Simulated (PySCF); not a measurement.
C2H7NSi2, SMILES [SiH3][C@H]1N=C[SiH2]1. The structure is a stationary point at ωB97X-D3(BJ)/def2-SVP. The structure was generated by enumeration; whether it is a known compound was not checked.

All values below come from ωB97X-D3(BJ)/def2-SVP run with PySCF.

Harmonic wavenumbers (cm⁻¹): 125, 155, 166, 295, 502, 542, 556, 620, 658, 714, 795, 810, 860, 917, 941, 959, 965, 970, 998, 1079, 1208, 1284, 1665, 2246, 2250, 2256, 2260, 2266, 3118, 3174. Rotational constants (GHz): 5.719, 2.284, 1.845; symmetry number 1.

**Question.** Work out the zero-point energy and the ideal-gas rigid-rotor harmonic-oscillator thermochemistry at 298.15 K and 1 atm.

**Answer.** ZPE = ½ Σ hcν = ½ × 35355 cm⁻¹ = 211.47 kJ/mol. H − E(el) = 231.61 kJ/mol. Entropy in J/(mol K): translation 166.34, rotation 112.93, vibration 57.52, total 336.79. G − E(el) = 131.19 kJ/mol. Cp = 111.70 J/(mol K). Modes under 150 cm⁻¹ make the vibrational entropy uncertain.
